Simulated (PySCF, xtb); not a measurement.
Si(Br)2(OH)2 (Br2H2O2Si), SMILES O[Si](O)(Br)Br.

GFN2-xTB in xtb at its own geometry gives an orbital gap of 6.82 eV and a dipole moment of 6.18 D.

The structure is a stationary point at B3LYP-D3(BJ)/def2-SVP. This is a generated structure with no PubChem entry under its InChIKey; it may be hypothetical. Other conformers were not sampled.

### Question
What does PBE0/def2-TZVP (PySCF) give? (The exact figures need the calculation; the answer reports its results.)

### Answer
gap 8.18 eV (levels -8.57 and -0.40 eV), dipole 1.76 D.
